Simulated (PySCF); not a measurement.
C5H7Cl (SMILES C#CC[C@@H](C)Cl), singlet, geometry from GFN2-xTB. Base run: DF-CAMB3LYP/STO-3G run with PySCF.

PySCF was given this input:
```python
from pyscf import gto, scf, dft

mol = gto.Mole()
mol.atom = '''
    C     2.419683    0.123459    0.933516
    C     1.542729   -0.502776    0.414519
    C     0.463712   -1.238074   -0.214753
    C    -0.865437   -0.483231   -0.146850
    C    -1.287705   -0.166719    1.275672
    Cl   -0.711334    1.053048   -1.070924
    H     3.197589    0.665696    1.381482
    H     0.726511   -1.426023   -1.259454
    H     0.342763   -2.201951    0.289811
    H    -1.640363   -1.057446   -0.661982
    H    -1.436482   -1.092906    1.828048
    H    -0.517714    0.418317    1.773633
    H    -2.217521    0.396548    1.281537
'''
mol.basis = 'sto-3g'
mol.charge = 0
mol.spin = 0
mol.verbose = 4
mol.max_memory = 1800
mol.build()

mf = dft.RKS(mol)
mf.xc = 'camb3lyp'
mf = mf.density_fit(auxbasis='def2-universal-jkfit')
mf.kernel()
```

The job was repeated with other settings on one machine. Differences are taken from the largest basis of the Pople family in the series, which isn't the basis-set limit (6-311+G(2d,p): -9.249 eV). The cheapest run took very roughly 10 core-seconds.

| setting | basis functions | cost, times the cheapest (rough) | difference in HOMO energy (eV) |
|---|---|---|---|
| STO-3G | 41 | 1 | 1.700 |
| 6-31G | 72 | 1 | 0.233 |
| 6-31G* | 102 | 1 | 0.350 |
| 6-31G** | 123 | 3 | 0.350 |
| 6-311G** | 158 | 3 | 0.054 |
| 6-311+G(2d,p) | 212 | 3 | reference |

Times come from a shared machine, hold the start-up and are rough.
